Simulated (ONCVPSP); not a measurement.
## lead (Pb): one change to an ONCV potential, before and after

lead, optimised norm-conserving Vanderbilt (ONCV), made with ONCVPSP 4.0.1 (Wu-Cohen, scalar-relativistic). Core [Kr] 4d10 4f14, reference 5s2 5p6 5d10 6s2 6p2. Waves: 5s+6s: rc 1.60 bohr, ncon 4, nbas 8, qcut 8 1/bohr, 2 projectors; 5p+6p: rc 1.65 bohr, ncon 5, nbas 9, qcut 8.1 1/bohr, 3 projectors, debl 3.7 Ha; 5d: rc 1.25 bohr, ncon 4, nbas 9, qcut 7.8 1/bohr, local. Local part: the d channel. Core correction: none.

All-electron outer shells of the reference configuration (Wu-Cohen, scalar-relativistic, ld1.x):

```
shell  level (eV)  outermost node (bohr)  outermost maximum (bohr)
   4d     -402.01                   0.19                      0.39
   5s     -144.17                   0.45                      0.79
   4f     -132.91                      –                      0.35
   5p      -85.79                   0.49                      0.88
   5d      -21.12                   0.52                      1.07
   6s      -12.10                   1.01                      1.95
   6p       -3.50                   1.18                      2.63
```

Change: s: rc 1.42.

Cutoffs: the cutoffs (Ha) at which the residual kinetic energy of the hardest occupied pseudo-wave falls to 1 and 0.1 mHa per electron; they do not see the model core or the augmentation charge, which bear on the density cutoff. Errors are all-electron minus pseudo energies relative to the spin-unpolarised reference configuration.

What does the change do?

The potential gets harder (24 Ha and 29 Ha → 26 Ha and 32 Ha); the errors of the 3 common tests hardly move; neither file shows a bound ghost. A smaller radius makes the pseudo-wave follow the all-electron one further in, where it bends more sharply, so more plane waves are needed.

| quantity | base | changed |
| --- | --- | --- |
| cutoff, loose | 24 Ha | 26 Ha |
| cutoff, tight | 29 Ha | 32 Ha |
| loose cutoff by channel | s 23 Ha, p 17 Ha, d 24 Ha | s 26 Ha, p 17 Ha, d 24 Ha |
| bound ghosts | none | none |
| GHOST(+) flags under 300 eV | none | none |
| tests with a reliable result | 3 of 4 | 3 of 4 |
| error for 5s2 5p6 5d10 6s2 6p1, meV [ΔE 6.59 eV] | -2.9 | -2.9 |
| error for 5s2 5p6 5d10 6s2 6p0, meV [ΔE 20.04 eV] | -9.4 | -9.5 |
| error for 5s2 5p6 5d10 6s1 6p0, meV [ΔE 52.55 eV] | -27 | -25 |
| p: phases at 1.67 bohr within 0.05 rad from the reference energy up to (Ha; the scan ends near 5) | to the end of the scan | to the end of the scan |
| d: phases at 1.27 bohr within 0.05 rad from the reference energy up to (Ha; the scan ends near 5) | to the end of the scan | to the end of the scan |
